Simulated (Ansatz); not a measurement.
AlBr3, SMILES [Br][Al]([Br])[Br] (connectivity only; charge and spin as stated), charge +1, multiplicity 2. Atoms are numbered in the order given.

```xyz
4

Al     0.0000     0.0000     0.0000
Br    -2.2426     0.0000     0.0000
Br     1.1213     1.9422     0.0000
Br     1.1213    -1.9422     0.0000
```
Charge +1, spin multiplicity 2.

Geometry optimised at B3LYP-D3(BJ)/def2-SVP. The spin state was assumed, not searched. The isomer is the one that the SMILES or the coordinates give; other isomers of the formula were not compared.

Two levels are set side by side: PBE-D3(BJ)/def2-SVP (Ansatz, an electronic-structure program) and B3LYP-D3(BJ)/def2-SVP (Ansatz). Each level has its own optimised geometry; the coordinates shown are those of the second. Differences are taken from unrounded values.

```
quantity              B3LYP-D3(BJ)
--------------------  ------------
mean bond length (Å)         2.243
bond Al1–Br2 (Å)             2.243
bond Al1–Br3 (Å)             2.243
bond Al1–Br4 (Å)             2.243
```

### Question
What does PBE-D3(BJ) give, and how far is it from B3LYP-D3(BJ)? (Estimate from the structure and the level; the computed values follow.)

### Answer

```tsv
quantity	PBE-D3(BJ)	PBE-D3(BJ) minus B3LYP-D3(BJ)
mean bond length (Å)	2.253	0.011
bond Al1–Br2 (Å)	2.253	0.011
bond Al1–Br3 (Å)	2.253	0.011
bond Al1–Br4 (Å)	2.253	0.011
```

Exact exchange shortens and stiffens bonds; PBE has none. Differences between two approximate levels are no errors against the true value.
